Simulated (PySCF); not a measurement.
# TaF4 at several levels of theory

Computed with PySCF 2.14.0 (density fitting, no spin-orbit coupling) at the geometry relaxed with r2SCAN:

```xyz
5
TaF4 (doublet)
Ta    0.0000    0.0000    0.0000
F     1.7686    0.0000   -0.6226
F     0.0000    1.7686    0.6226
F    -1.7686    0.0000   -0.6226
F     0.0000   -1.7686    0.6226
```

```
 level                                 basis    state  HOMO (eV)  gap (eV)  charge on Ta1 (e)  dipole about the centre of mass (D)  largest force component (eV/Å)
r2SCAN    Ta def2-SVP with ECP60, F def2-SVP  doublet      -5.82      2.56               1.27                                 0.00                            0.01
    HF                              the same  doublet     -10.95     11.44               1.97                                 0.00                            0.05
r2SCAN  Ta def2-TZVP with ECP60, F def2-TZVP  doublet      -5.84      2.55               1.50                                 0.00                            0.20
r2SCAN           Ta x2c-SVPall, F x2c-SVPall  doublet      -6.15      2.43               1.26                                 0.00                            0.89
```

HOMO and gap are taken over both spins. Charges are Mulliken's, which hang on the basis. The relaxation used the grid (50, 194), these runs (75, 302) or, all-electron (x2c bases, spin-free X2C Hamiltonian), (99, 590).

Question: A further run in the first row's basis gives HOMO (eV) -5.41, gap (eV) 1.87, charge on Ta1 (e) 1.17, dipole about the centre of mass (D) 0.00, largest force component (eV/Å) 0.23. Which level was it?
A. BLYP
B. PBE0
C. TPSS

Answer: C. The others give HOMO -5.14 eV (BLYP); -6.84 eV (PBE0).

No frequency check is given that shows the relaxed geometry to be a minimum. Open shells may have lower solutions than the one found.
